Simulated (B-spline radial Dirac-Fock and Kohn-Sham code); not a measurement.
Calculated with a radial atomic solver, using Dirac-Fock (average of configuration) total-energy differences with a finite nucleus, the Breit interaction including its frequency dependence, and self-energy and vacuum-polarisation corrections. Electron correlation is not included.

Q: An atom or ion in its tabulated ground configuration has these computed binding energies (the last is its least bound level). Which is it?

```
level  binding energy (eV)
   1s              45341.6
   2s               9975.0
2p1/2               9615.1
2p3/2               9120.5
   3s               4029.7
```

A: Pr⁴⁷⁺: Z = 59 with 12 electrons, [Ne] 3s2. The hydrogen-like estimate √(E/Ry) = 57.7 for the K level lies 1.3 below Z (screening lowers it, relativity raises it); the outermost level, at 4029.7 eV, fixes the charge.

Q: Identify the element and charge state from the binding energies below (tabulated ground configuration; the least bound level is included).

```
level  binding energy (eV)
   1s              11898.9
   2s               1568.1
2p1/2               1392.0
3p1/2                180.3
3p3/2                175.2
   4s                37.13
   4p                27.36
```

A: As²⁺: Z = 33 with 31 electrons, [Ar] 3d10 4s2 4p1. The hydrogen-like estimate √(E/Ry) = 29.6 for the K level lies 3.4 below Z; the outermost level, at 27.36 eV, fixes the charge.
